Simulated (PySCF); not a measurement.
Isomers of C7H20BP. The calculation used PBE0-D3(BJ)/def2-SVP geometry optimisation, gas phase (PySCF 2.14.0). One conformer each; no zero-point energy, no entropy. No frequencies were run at this level. Point groups hold within 0.08 Å.

Problem. Order them by energy at this level, lowest first, and give relative energies in kcal/mol.
A. `[BH3-:1][P@+:2]([CH3:3])([CH2:4][CH2:5][CH3:6])[CH:7]([CH3:8])[CH3:9]` with B1–P2–C4–C5 -63°, P2–C4–C5–C6 174°, B1–P2–C7–C8 177°
B. `[BH3-:1][P@+:2]([CH3:3])([CH2:4][CH3:5])[C:6]([CH3:7])([CH3:8])[CH3:9]` with B1–P2–C4–C5 46°

Solution. B (0.0), A (0.2).

Neighbours under 2.5 kcal/mol apart ([BH3-][P@+](C)(CC)C(C)(C)C and [BH3-][P@+](C)(CCC)C(C)C) can change places with a better method, another conformer or zero-point energy.

| SMILES | E (Eh) | E rel (kcal/mol) | dipole (D) | point group | A, B, C (MHz) |
| --- | --- | --- | --- | --- | --- |
| [BH3-][P@+](C)(CC)C(C)(C)C | -644.20105 | 0.0 | 5.07 | C1 | 1741, 982.9, 943.3 |
| [BH3-][P@+](C)(CCC)C(C)C | -644.20080 | 0.2 | 5.17 | C1 | 1651, 864.1, 750.2 |

Problem. How do the relative energies change in single points at PBE0/pcSseg-1 (no added dispersion term) on the same geometries?

Solution. 
| SMILES | PBE0-D3(BJ)/def2-SVP (kcal/mol) | PBE0/pcSseg-1 (kcal/mol) | shift |
| --- | --- | --- | --- |
| [BH3-][P@+](C)(CC)C(C)(C)C | 0.0 | 0.6 | +0.6 |
| [BH3-][P@+](C)(CCC)C(C)C | 0.2 | 0.0 | -0.2 |

Each column counts from its own lowest isomer. [BH3-][P@+](C)(CCC)C(C)C becomes the lowest; the largest shift is 0.6 kcal/mol.
